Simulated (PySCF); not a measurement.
SMILES [SnH4] (H4Sn) (PBE0/def2-SVP optimised geometry):

```
5

Sn    -0.570    -0.807     0.000
H     -1.141    -1.613    -1.397
H     -1.141     0.807     0.000
H      1.141    -0.807     0.000
H     -1.141    -1.613     1.397
```

Calculation: PBE0/def2-TZVP, def2 effective core potentials past Kr run with PySCF.

Q: What are the frontier orbital energies and the dipole moment?

A: HOMO-2 -9.15 eV, HOMO-1 -9.15 eV, HOMO -9.15 eV, LUMO 0.62 eV, LUMO+1 0.75 eV; dipole moment 0.00 D.
